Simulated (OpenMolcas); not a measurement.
An OpenMolcas run meant for Nb2+ (ANO-RCC-VTZP, DKH3; inactive shells 1s 2s 2p 3s 3p 3d 4s 4p; intended active space 3 electrons in 5 orbitals (4d)). One step of its input:

```
&RASSCF
FileOrb=start.orb
Symmetry=1
Spin=4
nActEl=3 0 0
Inactive=9 9
Ras2=5 0
CIRoot=10 10 1
SDav=10
CIMx=300
Iter=5 100
PrWF=0.3
OrbListing=Nothing
MaxOrb=0
Atom
>>> COPY $Project.JobIph JOB001
```

Lines from the output:

```
...
      sym 1:   0.072036   0.927964   0.927964   0.072036   1.000000
      Natural orbitals and occupation numbers for root  2
      sym 1:   0.831409   0.168591   0.831409   0.168591   1.000000
      Natural orbitals and occupation numbers for root  3
      sym 1:   0.901813   0.098187   1.000000   0.901813   0.098187
::    RASSCF root number  1 Total energy:  -3816.60779750
::    RASSCF root number  2 Total energy:  -3816.60779750
::    RASSCF root number  3 Total energy:  -3816.60779750
::    RASSCF root number  4 Total energy:  -3816.60779750
::    RASSCF root number  5 Total energy:  -3816.60779750
::    RASSCF root number  6 Total energy:  -3816.60779750
::    RASSCF root number  7 Total energy:  -3816.60779750
::    RASSCF root number  8 Total energy:  -3816.55942876
::    RASSCF root number  9 Total energy:  -3816.55942876
::    RASSCF root number 10 Total energy:  -3816.55942876
                  YZ=  6.7764E-02              ZZ=  1.0789E+00
--
  Molden files will not be produced
      Average orbitals are written to the RASORB file
--- Stop Module: rasscf at  /rc=_RC_NOT_CONVERGED_ ---
.#######################.
.# Convergence problem #.
.#######################.
```

What is wrong with the input?

The iteration limit is far too low, so the equations stop before they converge.
